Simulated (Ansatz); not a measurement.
Job for Ansatz (a first-principles code): R-B97M-V/def2-TZVPPD on HCl (SMILES Cl). The basis file is the Basis Set Exchange's JSON of that set.

Ansatz 0.2 input:
```yaml
crystal:
  periodic: [false, false, false]
  atoms:
    - {symbol: Cl, position_ang: [-0.00000000, -0.00000000, 0.64100645]}
    - {symbol: H, position_ang: [0.00000000, 0.00000000, -0.64100645]}
basis:
  gaussian:
    orbitals: def2-TZVPPD.json
hamiltonian:
  xc: {name: B97M-V}
scf: {lower_state_search: off}
```

Question: What total energy does the run end on?

Answer: -460.6992 hartree.
